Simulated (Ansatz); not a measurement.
MgCl-, closed-shell singlet (lowest of 2S+1 = 1, 3 at CCSD(T)/def2-TZVPP on PBE0 minima; our sources give no spin for the ground state, which may be another), most abundant isotopes (23.9850 and 34.9689 u). Constants from fifth-degree fits in 1/R to seven points on the lowest solution found; no spin–orbit coupling, no relativity up to Kr; ω_e x_e and α_e move by some per cent with the fit.

Correlated levels freeze the inner cores; with def2 sets outer-core shells near the valence are correlated too.

Programs: Ansatz (a first-principles code) with Gaussian orbitals. 

```json
[
 {"level": "PBE/def2-TZVPP", "r_e (Å)": "2.4092", "ω_e (cm⁻¹)": "291.9", "ω_e x_e (cm⁻¹)": "2.39", "α_e (cm⁻¹)": "0.00225"},
 {"level": "CCSD(T)/def2-QZVPP", "r_e (Å)": "2.3730", "ω_e (cm⁻¹)": "301.7", "ω_e x_e (cm⁻¹)": "2.73", "α_e (cm⁻¹)": "0.00252"}
]
```

Question: Derive the rotational constants, the centrifugal constant, the fundamental, the zero-point energy and the force constant.

Answer: 
μ = 14.22687 u.
- PBE/def2-TZVPP: B_e = 16.8576/(μ r_e²) = 0.20415 cm⁻¹; B₀ = B_e − α_e/2 = 0.20303 cm⁻¹; D = 4B_e³/ω_e² = 4.00e-07 cm⁻¹; fundamental ω_e − 2ω_e x_e = 287 cm⁻¹; zero-point energy ω_e/2 − ω_e x_e/4 = 145 cm⁻¹; k = μ(2πcω_e)² = 71.4 N/m; the line J = 1 ← 0 at 2B₀ = 12.17 GHz
- CCSD(T)/def2-QZVPP: B_e = 16.8576/(μ r_e²) = 0.21042 cm⁻¹; B₀ = B_e − α_e/2 = 0.20916 cm⁻¹; D = 4B_e³/ω_e² = 4.09e-07 cm⁻¹; fundamental ω_e − 2ω_e x_e = 296 cm⁻¹; zero-point energy ω_e/2 − ω_e x_e/4 = 150 cm⁻¹; k = μ(2πcω_e)² = 76.3 N/m; the line J = 1 ← 0 at 2B₀ = 12.54 GHz

Doubts at one or more of the structures used: a restricted determinant that unrestricted orbitals would lower (CCSD(T)/def2-QZVPP).
